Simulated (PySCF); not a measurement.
Molecule: SMILES C=CC[n+]1ccoc1, [C6H8NO]+.

Geometry (Å), atoms numbered from 1 in this order:
```xyz
16

C    -2.5474    0.4995   -0.6896
C    -1.7046    0.0078    0.1973
C    -0.6067   -0.9671   -0.1518
N     0.6860   -0.3834    0.1437
C     1.2940    0.6005   -0.5905
C     2.4444    0.9020    0.0653
O     2.5215    0.1290    1.1581
C     1.4617   -0.6253    1.1840
H    -3.3324    1.1748   -0.3987
H    -2.5081    0.2338   -1.7334
H    -1.7671    0.2741    1.2429
H    -0.7120   -1.8842    0.4321
H    -0.6435   -1.2096   -1.2161
H     0.8727    0.9970   -1.4921
H     3.2354    1.5993   -0.1349
H     1.2984   -1.3394    1.9722
```

Total charge +1.

Frames of a GFN2-xTB Langevin trajectory at 300 K; GIAO PBE0/pcSseg-1 shieldings in PySCF, gas phase, non-relativistic; equivalent atoms averaged within each frame.

Referencing at the same level of theory: $^{13}$C (186.93 ppm) and $^{1}$H (31.72 ppm) against TMS; NH3 for $^{15}$N (267.73 ppm); H2O for $^{17}$O (336.08 ppm). The references are static minima.

**Question.** How do the shifts (ppm) fluctuate along the trajectory?

**Answer.** 
```tsv
time (fs)	C8	C6	C1	C2	C5	C3	N4	O7	H16	H15
250	157.3	154.6	152.4	139.0	127.2	47.6	224.6	331.0	9.38	8.30
425	158.2	155.8	136.3	138.1	134.2	59.9	247.4	336.2	8.81	8.51
625	155.8	165.5	129.1	129.7	139.3	58.8	242.7	336.7	7.13	8.86
800	155.8	154.9	136.3	138.3	128.9	58.4	229.5	337.7	8.17	8.82
1000	163.1	157.3	149.7	139.7	131.6	48.7	248.1	343.5	8.84	8.11
mean of frames	158.0	157.6	140.8	136.9	132.2	54.7	238.5	337.0	8.47	8.52
standard deviation	3.0	4.5	9.9	4.1	4.8	6.0	10.8	4.5	0.86	0.32
```

5 frames give an uncertainty of the mean of about the standard deviation over 2.2 at best, since frames this close in time may not be independent; classical motion lacks zero-point vibration, and the reference would need the same averaging.
